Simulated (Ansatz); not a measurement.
Ansatz (a program for electronic structure) input:

Ansatz 0.2 input:
```yaml
crystal:
  periodic: [false, false, false]
  atoms:
    - {symbol: F, position_ang: [0.89191278, 0.56167358, -0.93837872]}
    - {symbol: B, position_ang: [-0.00000000, 0.00000000, -0.00000000]}
    - {symbol: F, position_ang: [-0.86472206, -0.90277354, -0.65482512]}
    - {symbol: F, position_ang: [0.73197981, -0.68581884, 0.99267231]}
    - {symbol: F, position_ang: [-0.75917054, 1.02691880, 0.60053153]}
basis:
  gaussian:
    orbitals: aug-cc-pVDZ
total_charge: -1
magnetization: {spin_polarized: false}
correlation: {method: ccsd_t, electrons: outside_noble_gas}
output: {forces: true}
```

Problem. Which total energy does the run end on?

Solution. -423.72729 Eh (CCSD(T)/aug-cc-pVDZ). The basis has 115 functions. The run takes around 2.1 core-minutes (rough).

It need not be the lowest isomer of its formula.
